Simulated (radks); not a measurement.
Results of a calculation; reference values are marked as such.
Q: All-electron atom: Tl3+ in [Xe] 4f14 5d9.75 5f0.25 (fractional occupations, a model configuration). Level of theory: Dirac Kohn-Sham, PBEsol, spin-unpolarised, spherical densities, point nucleus; open shells are shared between the two j in proportion to 2j + 1 (a radial shooting solver on a logarithmic mesh with Libxc functionals). Some entries of the table are withheld. Estimate them.

orbital,occ.,eigenvalue (hartree),<r^2> (bohr^2),r(max) (bohr)
1s1/2,2,-3141.809,0.0003688,0.01003
2s1/2,2,-559.8809,0.005548,0.05835
2p1/2,2,-537.4381,0.003912,0.04279
2p3/2,4,-461.5540,0.005097,0.05040
3s1/2,2,-134.5023,0.03599,0.1642
3p1/2,2,-124.3958,0.03274,0.1531
3p3/2,4,-107.5269,0.03911,0.1685
3d3/2,4,-90.87211,0.02988,0.1309
3d5/2,6,-87.26939,0.03160,0.1351
4s1/2,2,-30.91003,(1),0.3694
4p1/2,2,-26.56009,0.1761,(2)
4p3/2,4,-22.45508,0.2079,(3)
4d3/2,4,-15.36279,0.2172,0.3903
4d5/2,6,-14.59703,0.2282,0.3999
5s1/2,2,-5.96248,0.8624,0.8085
4f5/2,6,-5.43832,0.2593,0.3556
4f7/2,8,-5.26922,0.2666,0.3601
5p1/2,2,-4.50045,(4),(5)
5p3/2,4,-3.75191,(6),(7)
5d3/2,3.9,-1.74880,1.970,1.090
5d5/2,5.85,-1.66240,2.103,1.124
5f5/2,0.107143,-0.39210,19.44,3.542
5f7/2,0.142857,-0.39133,19.60,3.559

A: 
(1) 4s1/2 <r^2> (bohr^2): 0.1732
(2) 4p1/2 r(max) (bohr): 0.3672
(3) 4p3/2 r(max) (bohr): 0.3986
(4) 5p1/2 <r^2> (bohr^2): 0.9966
(5) 5p1/2 r(max) (bohr): 0.8497
(6) 5p3/2 <r^2> (bohr^2): 1.203
(7) 5p3/2 r(max) (bohr): 0.9279
